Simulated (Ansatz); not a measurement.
`[OH][GaH][SH]` + H–F → `[OH][GaH][F]` + H₂S at 400 K and 1 bar (ligand exchange at a Ga–S bond).

Isolated molecules relaxed with PBE0-D4/def2-TZVP in Ansatz; ΔE leaves out vibrations. CBS: MP2 limit from def2 TZ/QZ plus the TZ coupled-cluster correction, frozen cores. This one scheme is used for every species. For Ga outer-core shells are correlated without core-valence functions, which leaves a few kJ/mol of doubt a bond. Scalar relativity is left out up to krypton. Each species was taken in one conformer, which may not be the lowest.

```
        species  CCSD(T)/CBS energy (Eh)  H − E (kJ/mol)  S (J/(mol·K))
`[OH][GaH][SH]`              -2398.75721           103.6          333.9
            H–F               -100.39570            36.5          182.2
 `[OH][GaH][F]`              -2100.17635            80.2          309.5
            H₂S               -398.97279            53.4          215.9
```

H − E and S are ideal-gas, rigid-rotor, harmonic terms from PBE0-D4/def2-TZVP, for one conformer and one mirror image of each species. 1 Eh = 2625.50 kJ/mol, R = 8.31446 J/(mol·K).

Problem. By hand: ΔE, ΔH, ΔS and ΔG.

Solution. ΔE = (-2100.17635) + (-398.97279) − (-2398.75721) − (-100.39570) = 0.00377 Eh = 9.9 kJ/mol. Δ(H − E) = 80.2 + 53.4 − 103.6 − 36.5 = -6.5, so ΔH = 3.4 kJ/mol. ΔS = 309.5 + 215.9 − 333.9 − 182.2 = 9.3 J/(mol·K). ΔG = 3.4 − 400 × (9.3)/1000 = -0.3 kJ/mol.

Problem. By hand: the equilibrium constant, and the temperature at which ΔG would vanish if ΔH and ΔS stayed fixed.

Solution. log₁₀ K = −ΔG/(RT ln 10) = 0.0. ΔG = 0 at ΔH/ΔS = 366 K, though so small a ΔH makes that figure unsure.

TΔS isn't small against ΔH here. The sign of ΔG lies within the doubt. A doubt of 5 kJ/mol in ΔE shifts log₁₀ K by 0.7 here. Other conformers and mirror images would add mixing entropy, several J/(mol·K) or more a flexible species. These are equilibria of isolated gas molecules and say nothing of rates. Largest T1 diagnostic: 0.015 (customary marks: 0.02 for closed shells, 0.045 for open ones).
